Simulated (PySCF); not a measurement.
# Electron correlation in B+ (boron, charge +1)

[He] 2s1 3d1, high-spin 3D determinant (an excited configuration). Computed with PySCF 2.14 in aug-cc-pwCVTZ (7s6p4d2f, 59 functions), with no relativity, point nucleus. Frozen: nothing; 4 electrons correlated.

MP2 pair energies summed by pair of shells (mhartree):

```tsv
pair	energy	share (%)
1s-1s	-34.02	81.3
1s-2s	-4.14	9.9
2s-3d	-3.61	8.6
1s-3d	-0.10	0.2
```

Total MP2 correlation energy: -41.87 mhartree.

Same-spin part -4.72 and opposite-spin part -37.15 mhartree; SCS-MP2 scales them by 1/3 and 6/5 to -46.15 mhartree.
